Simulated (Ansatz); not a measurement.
Basis sets compared for SbTe₂⁺. The state is a singlet with charge 1. Geometry PBE0-D4/def2-SVP. Ansatz on 4 threads of Intel Xeon Platinum 8488C on a shared host; times are rough, and most runs start from earlier orbitals.

```xyz
3

Sb    0.184   -1.474   -0.171
Te   -1.081    0.496    1.098
Te    0.897    0.978   -0.927
```

In the def2 sets Sb, Te take a core potential; there is no spin–orbit coupling. The structure comes from a short search, and lower isomers may exist.

```csv
level,functions,energy (Eh),HOMO (eV),LUMO (eV),wall time
PBE-D4/def2-SVP,78,-776.0815,-10.10,-9.52,0.45 s
PBE0-D4/def2-SVP,78,-776.1115,-10.99,-9.03,0.8 s
```

Question: Estimate the rows for PBE-D4/def2-TZVP (with forces), PBE0-D4/def2-TZVP.

Answer: 
```json
{"level": "PBE-D4/def2-TZVP (with forces)", "functions": "150", "energy (Eh)": "-776.1133", "HOMO (eV)": "-10.07", "LUMO (eV)": "-9.47", "wall time": "0.95 s"}
{"level": "PBE0-D4/def2-TZVP", "functions": "150", "energy (Eh)": "-776.1433", "HOMO (eV)": "-10.95", "LUMO (eV)": "-8.95", "wall time": "1.3 s"}
```
